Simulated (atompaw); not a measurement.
# Reading a pseudo-wave (magnesium (Mg))

Columns: radius, all-electron u(r) and pseudo u(r) of the 3p shell (level -1.31 eV) of magnesium in the configuration [Ne] 3s2 3p0; PBEsol, scalar-relativistic, PAW (atompaw) scheme, atompaw 4.2.0.5.

```json
{"r (bohr)": "0.115", "all-electron": "-0.0572", "pseudo": "0.0020"}
{"r (bohr)": "0.231", "all-electron": "-0.1252", "pseudo": "0.0082"}
{"r (bohr)": "0.346", "all-electron": "-0.1576", "pseudo": "0.0181"}
{"r (bohr)": "0.462", "all-electron": "-0.1576", "pseudo": "0.0319"}
{"r (bohr)": "0.577", "all-electron": "-0.1357", "pseudo": "0.0488"}
{"r (bohr)": "0.692", "all-electron": "-0.1008", "pseudo": "0.0686"}
{"r (bohr)": "0.808", "all-electron": "-0.0586", "pseudo": "0.0910"}
{"r (bohr)": "0.923", "all-electron": "-0.0137", "pseudo": "0.1153"}
{"r (bohr)": "1.038", "all-electron": "0.0319", "pseudo": "0.1409"}
{"r (bohr)": "1.154", "all-electron": "0.0768", "pseudo": "0.1677"}
{"r (bohr)": "1.269", "all-electron": "0.1196", "pseudo": "0.1947"}
{"r (bohr)": "1.385", "all-electron": "0.1605", "pseudo": "0.2219"}
{"r (bohr)": "1.500", "all-electron": "0.1984", "pseudo": "0.2484"}
{"r (bohr)": "1.615", "all-electron": "0.2338", "pseudo": "0.2741"}
{"r (bohr)": "1.731", "all-electron": "0.2669", "pseudo": "0.2990"}
{"r (bohr)": "1.846", "all-electron": "0.2972", "pseudo": "0.3224"}
{"r (bohr)": "1.962", "all-electron": "0.3253", "pseudo": "0.3444"}
{"r (bohr)": "2.077", "all-electron": "0.3506", "pseudo": "0.3647"}
{"r (bohr)": "2.192", "all-electron": "0.3735", "pseudo": "0.3834"}
{"r (bohr)": "2.308", "all-electron": "0.3940", "pseudo": "0.4006"}
{"r (bohr)": "2.423", "all-electron": "0.4120", "pseudo": "0.4160"}
{"r (bohr)": "2.538", "all-electron": "0.4276", "pseudo": "0.4298"}
{"r (bohr)": "2.654", "all-electron": "0.4412", "pseudo": "0.4421"}
{"r (bohr)": "2.769", "all-electron": "0.4524", "pseudo": "0.4527"}
{"r (bohr)": "2.885", "all-electron": "0.4618", "pseudo": "0.4618"}
{"r (bohr)": "3.000", "all-electron": "0.4692", "pseudo": "0.4692"}
```

Problem. How many radial nodes do the two functions have?

Solution. The all-electron 3p function has n − l − 1 = 1; the pseudo-wave has 0, since the states of the same l below it are removed with the core.

Problem. Is the pseudo-wave norm-conserving?

Solution. No, it belongs to a PAW set: the norm inside the radius is not constrained, and the difference is carried by the augmentation charge.
